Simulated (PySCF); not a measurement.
# Ir(2+) (iridium, charge +2) across methods

[Xe] 4f14 5d6 6p1, one real determinant (an excited configuration). Computed with PySCF 2.14 in x2c-TZVPPall (11s7p7d3f1g, 97 functions), with the spin-free X2C one-electron Hamiltonian (Gaussian nucleus).

```tsv
method	E (hartree)	mean ε 5d α (eV)	mean ε 5d β (eV)	mean ε 6p α (eV)	Σ⟨r²⟩ (bohr²)	⟨S²⟩
LDA	-17817.00	-29.515	-26.991	-16.894	48.44	8.751
M06	-17828.42	-31.068	-28.677	-16.923	48.53	8.751
CAM-B3LYP	-17829.15	-32.560	-30.063	-18.418	48.57	8.751
PBE0	-17827.94	-31.285	-28.485	-17.392	48.47	8.752
PBE	-17828.16	-29.373	-26.816	-16.728	48.53	8.751
M06-L	-17827.64	-29.510	-26.799	-16.295	48.19	8.753
UHF	-17822.76940	-36.162	-32.355	-18.952	48.86	8.754
```

(1) Estimate the same row for r2SCAN.

⟨L²⟩ = 8.01 against 12 for a pure F term, so this real determinant mixes terms. Spin-orbit coupling, absent here, splits the open shell strongly.

Answers

(1) E (hartree) = -17828.23; mean ε 5d α (eV) = -29.854; mean ε 5d β (eV) = -27.208; mean ε 6p α (eV) = -16.844; Σ⟨r²⟩ (bohr²) = 48.33; ⟨S²⟩ = 8.752.
